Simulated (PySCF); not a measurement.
Atom-mapped SMILES (the numbers label the heavy atoms): `[CH:1]#[C:2][S@OH4:3]([F:4])([F:5])([F:6])([F:7])[F:8]`. Each H is labelled by its parent atom.

PySCF calculation with geometry from PBE0-D3(BJ)/def2-TZVP and PBE0/pcSseg-2 with gauge-including orbitals; fast rotation and ring inversion assumed for equivalent nuclei, no solvent model, non-relativistic, single conformer.

Referencing at the same level of theory: 13C, 1H against TMS; 33S against CS2; 19F vs CFCl3.

| atoms | nucleus | count | δ (ppm) |
| --- | --- | --- | --- |
| C1 | 13C | 1 | 73.9 |
| S3 | 33S | 1 | ? |
| F8 | 19F | 1 | 80.2 |
| F4 | 19F | 1 | 87.8 |
| H(C1) | 1H | 1 | 2.41 |
| C2 | 13C | 1 | 90.3 |
| F7 | 19F | 1 | ? |
| F5/F6 | 19F | 2 | 87.7 |

**Question.** Estimate the values marked ?.

**Answer.** 
- S3: 169 ppm, sulfur bonded to C, 5 F
- F7: 87.5 ppm, fluorine bonded to S

Shifts are as computed. Against solution values, carbons near 30 ppm lie about +3 ppm off and those near 130 ppm about +9 ppm. Of 1211 compounds with measured shifts, 218 miss one by over three times the rms of a fit or turn the order of signals round; such compounds aren't used in these exercises. Unscaled 19F shifts against computed CFCl3 carry errors that often reach 10 to 50 ppm.
